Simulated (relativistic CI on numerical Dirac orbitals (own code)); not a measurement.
Hyperfine structure of K6+, mass number 41

Method of calculation: Dirac-Coulomb-Breit CI, separate exchange-only KLI orbitals for each configuration, QED by a radiative potential, unscaled Slater integrals (own radial code, finite nucleus).

CI space (outside the closed core [Ne]): 3s²3p, 3s3p², 3s²3d, 3p³, 3s3p3d, 3p²3d, 3s²4s, 3s3d², 3s²4p, 3s²4d, 3s²4f, 3s3p4s, 3s²5s, 3s3p4p, 3s²5p, 3p3d², 3d³, 3d²4s, 3d²4p, 3d²4d. Double excitations out of closed p, d and f shells are left out; levels of such configurations are missing from the list, as are those of other unlisted configurations, and high levels can miss mixing partners. These lack a partner that the ground configuration has and come out too high: 3s²4f, 3s²5s, 3s²5p.

Nuclear spin I = 3/2, μ = 0.21487 μN, Q = 0.0734 b (tables of Stone and Pyykkö). The electronic factors are computed for point nuclear moments, without core polarisation or the Bohr-Weisskopf and QED corrections.

```csv
Level,E (eV),A (MHz),B (MHz)
3s²3p ²P°1/2,0.0000,795.6,
3s²3p ²P°3/2,0.3825,180.3,149
3s3p² ⁴P1/2,13.9189,1657,
3s3p² ⁴P3/2,14.0583,771.9,124
3s3p² ⁴P5/2,14.2714,789.1,-156
3s3p² ²D3/2,18.8545,-214.3,186
3s3p² ²D5/2,18.8758,747.7,266
3s3p² ²S1/2,24.4213,3142,
```

Levels with J = 0, under 50 % of one LS term, or S terms without an open s electron are left out. Small factors come from cancelling terms and can be off by tens of per cent or more.

At this charge configurations can still be misplaced by up to about 7 % of their energy. 66 of the 69 excited levels that our extract of the measured tables holds in this range could be paired (the sources list more); they are missed by 5706 cm⁻¹ on average and 20443 at most, and levels without a partner can miss by more.

Problem. Give the hyperfine levels of 3s²3p ²P°1/2 relative to its centre of gravity.

Solution. With K = F(F + 1) − I(I + 1) − J(J + 1), E = AK/2: F = 1: -994.6, F = 2: 596.7 MHz.
